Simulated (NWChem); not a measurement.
# BHI$_{2}$; SMILES IBI

```xyz
4

B      0.0000     0.0000    -0.9408
H      0.0000     0.0000    -2.1408
I     -1.8517     0.0000     0.0646
I      1.8517     0.0000     0.0646
```
Atoms are numbered in this order, from 1.

Geometry: optimised at PBE0/def2-SVP. def2 effective core potentials on I; no spin-orbit coupling.

Symmetry labels are those of C2v in the frame above (b1 and b2, or b-type labels, depend on it).

Task: List the 6 lowest vertical singlet excitations from PBE0/def2-SVPD with def2 effective core potentials on I, TDA (NWChem).

Result: 
| state | energy (eV) | oscillator strength | symmetry | leading excitation (squared amplitude) |
|---|---|---|---|---|
| S1 | 3.84 | 0.000 | a2 | HOMO → LUMO (1.00) |
| S2 | 4.03 | 0.000 | b2 | HOMO−1 → LUMO (1.00) |
| S3 | 4.79 | 0.196 | b1 | HOMO−2 → LUMO (0.90) |
| S4 | 5.83 | 0.027 | a1 | HOMO−3 → LUMO (0.86) |
| S5 | 6.03 | 0.114 | b1 | HOMO → LUMO+1 (0.88) |
| S6 | 6.16 | 0.000 | a2 | HOMO−2 → LUMO+1 (0.80) |
